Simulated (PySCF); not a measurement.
C6H9P.
Z-matrix (Å and degrees, PBE0-D3(BJ)/def2-SVP geometry), rows numbered from 1:
```
C 
C   1  1.4964
C   2  1.4598  1  121.41
C   3  1.3555  2  115.36  1  -178.55
P   4  1.8010  3  109.32  2    -7.49
C   2  1.3655  1  125.25  3  -178.81
C   6  1.4961  2  126.76  1     0.17
H   1  1.1035  2  110.91  3    72.98
H   1  1.0987  2  112.01  3  -166.91
H   1  1.1013  2  111.30  3   -45.83
H   3  1.0948  2  121.22  1     1.95
H   4  1.0908  3  125.00  2  -178.53
H   5  1.4291  4  101.60  3   110.73
H   7  1.1027  6  111.31  2    66.56
H   7  1.1030  6  111.93  2   -53.27
H   7  1.0995  6  111.75  2  -173.46
```

NICS = −σ at a ghost point: NICS(0) at the centroid of the ring atoms, NICS(1) 1 Å to either side along the normal of their mean plane, zz for the tensor component along that normal. Level: GIAO PBE0/pcSseg-1 (PySCF, non-relativistic, gas phase) on the PBE0-D3(BJ)/def2-SVP geometry, one conformer.

Ring bond lengths (Å), with Mayer bond orders in brackets: C2–C3 1.460 (1.14), C3–C4 1.355 (1.73), C4–P5 1.801 (1.02), P5–C6 1.813 (1.01), C6–C2 1.365 (1.68).

Q: What do the NICS probes read (ppm)?

A: 
| ring | type | NICS(0) | NICS(1), two faces | NICS(1)zz, two faces | rms pucker (Å) | centre to ring atoms, mean (Å) |
| --- | --- | --- | --- | --- | --- | --- |
| C2–C3–C4–P5–C6 | 5-membered ring with P; bonds drawn aromatic by RDKit's count | -4.7 | -5.9 / -6.3 | -11.9 / -10.8 | 0.05 | 1.32 |

Q: What do they say, and how far can they be read as aromaticity?

A: 
- C2–C3–C4–P5–C6: mean NICS(1)zz -11.4 ppm, shielded. A hydrogen on P5, outside the ring, lies 2.05 Å from a NICS(1) probe. The ring is puckered (0.05 Å rms).

Q: What does the geometric index give? HOMA takes Krygowski's 1993 parameters.

A: 
- C2–C3–C4–P5–C6: HOMA 0.09; the largest term is that of P5–C6, α(R − Ropt)² = 1.58.

Q: What is the mean of the two in-plane components of NICS at the second NICS(1) probe listed for ring C2–C3–C4–P5–C6, 1 Å off the ring?

A: The isotropic value is a third of the trace: (3 × -6.3 − (-10.8))/2 = -4.0 ppm.

Q: How shielded are the nuclei of the rings and their hydrogens (means over atoms taken as equivalent)?

A: 
```json
{"atoms": "C2", "environment": "unsaturated ring carbon", "σ isotropic (ppm)": "34.2", "principal values of the symmetric part, first atom (ppm)": "-67.0, 32.6, 137.1"}
{"atoms": "C3", "environment": "unsaturated ring CH carbon", "σ isotropic (ppm)": "33.4", "principal values of the symmetric part, first atom (ppm)": "-65.0, 39.0, 126.2"}
{"atoms": "C4", "environment": "unsaturated ring CH carbon", "σ isotropic (ppm)": "50.7", "principal values of the symmetric part, first atom (ppm)": "-53.7, 44.5, 161.4"}
{"atoms": "P5", "environment": "ring phosphorus", "σ isotropic (ppm)": "360.1", "principal values of the symmetric part, first atom (ppm)": "256.5, 370.8, 453.1"}
{"atoms": "C6", "environment": "unsaturated ring carbon", "σ isotropic (ppm)": "40.0", "principal values of the symmetric part, first atom (ppm)": "-53.2, 23.3, 149.8"}
{"atoms": "H11", "environment": "hydrogen on carbon", "σ isotropic (ppm)": "24.28", "principal values of the symmetric part, first atom (ppm)": "21.7, 23.7, 27.5"}
{"atoms": "H12", "environment": "hydrogen on carbon", "σ isotropic (ppm)": "24.72", "principal values of the symmetric part, first atom (ppm)": "22.7, 25.4, 26.0"}
{"atoms": "H13", "environment": "hydrogen on phosphorus", "σ isotropic (ppm)": "25.82", "principal values of the symmetric part, first atom (ppm)": "21.5, 24.2, 31.8"}
```

Q: How do the values depend on the level or the medium?

A: 
```csv
level,"NICS(0), C2–C3–C4–P5–C6","mean NICS(1)zz, C2–C3–C4–P5–C6"
"PBE0/pcSseg-1, gas",-4.7,-11.4
"WP04/pcSseg-1, gas",-4.4,-9.7
"PBE0/pcSseg-1, IEF-PCM acetone",-4.6,-11.5
"PBE0/pcSseg-1, IEF-PCM chloroform",-4.6,-11.4
```

The geometry is the same throughout; the continuum's cavity takes Bondi-type radii × 1.2.
